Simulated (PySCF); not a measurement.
CCl3F. Atoms are numbered in the order given.

```xyz
5

F      0.0000     0.0000     1.5902
C      0.0000     0.0000     0.2571
Cl     1.4634     0.8449    -0.3109
Cl     0.0000    -1.6898    -0.3109
Cl    -1.4634     0.8449    -0.3109
```

Geometry: B3LYP-D3(BJ)/def2-SVP.

Computed with B3LYP/pcSseg-1 (PySCF).

GIAO shieldings, no solvent; atoms alike by connectivity are averaged. δ = σ(ref) − σ: ¹⁹F against CFCl3 (σ = 161.7 ppm); ¹³C against TMS (σ = 181.3 ppm); ³⁵Cl against HCl (σ = 933.3 ppm), references at their B3LYP-D3(BJ)/def2-TZVP geometries, non-relativistic (without spin–orbit terms, shifts of atoms bonded to Cl or Br come out too high).

| atoms | nucleus | count | δ (ppm) |
|---|---|---|---|
| F1 | ¹⁹F | 1 | -1.8 |
| C2 | ¹³C | 1 | 155.5 |
| Cl3, Cl4, Cl5 | ³⁵Cl | 3 | … |

**Question.** Fill in the missing entries. (Estimate from the structure and the level; the computed values follow.)

**Answer.** 
- Cl3, Cl4, Cl5, δ (ppm): 596.6
